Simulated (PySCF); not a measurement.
M(OH)₃ across group 15

Level: PBE0, basis family def2-TZVP, no relativity.

Each entry is the lowest minimum that a search over a few typed start shapes (and spin states, where more than one is plausible) found, or that minimum re-optimised at the stated level; isomers with ligand–ligand bonds, or fragments after loss of a ligand pair, can lie lower. Open shells are unrestricted; no spin–orbit coupling; PySCF with density fitting.

```tsv
molecule	2S+1	point group	mean bond to the central atom (Å)	highest ω (cm⁻¹)	distinct angles (°)	dipole (D)	polar-tensor charge of the central atom
N(OH)₃	1	Cs	1.392	3848	103/106/101/107	0.70	0.75
P(OH)₃	1	C1	1.630	3874	111/112/113/96/96/103	1.89	1.47
As(OH)₃	1	C1	1.777	3876	109/111/112/91/100	2.01	1.54
```

Left out of the table are members whose search was unfinished or whose lowest solution was spin-contaminated, unstable, very soft or bonded differently.
